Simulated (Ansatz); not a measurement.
Total energies of CH$_{3}$FOSeSi (`FC1O[SiH2][Se]1`).

```
atom   x (Å)   y (Å)   z (Å)
  F1   1.991   0.708  -0.675
  C2   0.972  -0.178  -0.637
  O3  -0.232   0.468  -0.830
 Si4  -1.043   0.164   0.605
 Se5   0.796  -1.007   1.194
  H6   1.159  -0.943  -1.392
  H7  -1.358   1.399   1.361
  H8  -2.284  -0.610   0.374
```

Charge 0, multiplicity 1. Correlated methods include outer-core shells of Se, which these sets cover unevenly. Scalar relativity is left out up to krypton. Geometry: relaxed with PBE0-D4/def2-TZVP. Basis def2-TZVPP, Ansatz 0.2.0.

RPA on PBE orbitals: Hartree–Fock energy of these orbitals -2902.75977 Eh, correlation -1.59750 Eh (frozen core).

```csv
functional,energy without D4 (Eh),D4 term (kJ/mol)
LDA (SPW92),-2900.06808,–
PBE,-2905.43614,-20.6
r2SCAN,-2906.03201,-4.6
B97M-V,-2905.59478,–
PBE0,-2905.54146,-17.2
B3LYP,-2906.21931,-33.8
r2SCANh,-2906.01450,-4.9
r2SCAN0,-2905.98989,-5.5
HSE06 (plane-wave form),-2905.52888,-16.1
BHLYP,-2906.05407,-27.4
CAM-B3LYP,-2906.22838,-17.6
LC-ωPBE,-2905.61984,–
ωB97X-V,-2905.83062,–
PBE-QIDH,-2905.11148,–
```

Problem. Give the same for revPBE, BLYP, ωB97M-V, B2PLYP. (An estimate is asked.)

Solution. The calculation gave: 
| functional | energy without D4 (Eh) | D4 term (kJ/mol) |
| --- | --- | --- |
| revPBE | -2905.83516 | -60.6 |
| BLYP | -2906.16238 | -45.7 |
| ωB97M-V | -2905.95338 | – |
| B2PLYP | -2905.53303 | – |

B3LYP takes the VWN-RPA correlation (the form of Gaussian; ORCA's B3LYP/G). HSE06 is the plane-wave form, built on full-range PBE exchange. The double hybrids freeze the cores in their second-order part.

LC-ωPBE has ω = 0.4 bohr⁻¹.
